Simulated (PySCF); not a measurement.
**C³⁺ (carbon, charge +3) across methods**

[He] 2s1, 2S determinant. Computed with PySCF 2.14 in aug-cc-pVTZ-DK (5s4p3d2f, 46 functions), with scalar relativity by spin-free X2C-1e.

```json
{"method": "UHF", "E (hartree)": "-34.73938", "mean ε 1s α (eV)": "-368.13", "mean ε 1s β (eV)": "-365.80", "mean ε 2s α (eV)": "-64.373", "Σ⟨r²⟩ (bohr²)": "2.110", "⟨S²⟩": "0.750"}
{"method": "LDA", "E (hartree)": "-34.4176", "mean ε 1s α (eV)": "-329.35", "mean ε 1s β (eV)": "-328.25", "mean ε 2s α (eV)": "-57.278", "Σ⟨r²⟩ (bohr²)": "2.110", "⟨S²⟩": "0.750"}
{"method": "r2SCAN", "E (hartree)": "-34.7868", "mean ε 1s α (eV)": "-335.95", "mean ε 1s β (eV)": "-335.05", "mean ε 2s α (eV)": "-58.027", "Σ⟨r²⟩ (bohr²)": "2.101", "⟨S²⟩": "0.750"}
{"method": "MN15", "E (hartree)": "-34.7907", "mean ε 1s α (eV)": "-336.32", "mean ε 1s β (eV)": "-335.96", "mean ε 2s α (eV)": "-59.961", "Σ⟨r²⟩ (bohr²)": "2.099", "⟨S²⟩": "0.750"}
{"method": "LC-wPBE", "E (hartree)": "-34.7547", "mean ε 1s α (eV)": "-338.22", "mean ε 1s β (eV)": "-337.18", "mean ε 2s α (eV)": "-62.746", "Σ⟨r²⟩ (bohr²)": "2.095", "⟨S²⟩": "0.750"}
{"method": "PBE0", "E (hartree)": "-34.7559", "mean ε 1s α (eV)": "-341.34", "mean ε 1s β (eV)": "-339.94", "mean ε 2s α (eV)": "-59.481", "Σ⟨r²⟩ (bohr²)": "2.096", "⟨S²⟩": "0.750"}
{"method": "PBE", "E (hartree)": "-34.7429", "mean ε 1s α (eV)": "-332.16", "mean ε 1s β (eV)": "-331.05", "mean ε 2s α (eV)": "-57.697", "Σ⟨r²⟩ (bohr²)": "2.095", "⟨S²⟩": "0.750"}
{"method": "B97-3", "E (hartree)": "-34.7955", "mean ε 1s α (eV)": "-342.19", "mean ε 1s β (eV)": "-341.04", "mean ε 2s α (eV)": "-59.570", "Σ⟨r²⟩ (bohr²)": "2.089", "⟨S²⟩": "0.750"}
{"method": "BLYP", "E (hartree)": "-34.7965", "mean ε 1s α (eV)": "-332.68", "mean ε 1s β (eV)": "-331.75", "mean ε 2s α (eV)": "-57.598", "Σ⟨r²⟩ (bohr²)": "2.083", "⟨S²⟩": "0.750"}
```
